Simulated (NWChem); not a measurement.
C₂HClF₂; SMILES F/C(=C\F)Cl

All runs: NWChem. Coordinates come from a PBE0/def2-SVP optimisation. Level M06-L/def2-SVP: energy and gradient on several grids; changes count from the extra-fine grid, which is no exact limit either.

Task: Which is the coarsest grid (xcoarse; medium; xfine; coarse; fine) from which on the energy stays within 500 μHa and each gradient component within 500 μHa/bohr of xfine?

Result: medium.
```tsv
grid	size of the energy change (μHa)	largest change of a gradient component (μHa/bohr)	time, medium = 1 (rough)
xcoarse	30000	6000	about 1
coarse	3000	700	about 1
medium	100	200	about 1
fine	< 10	200	about 1
xfine	< 10	< 30	2
```
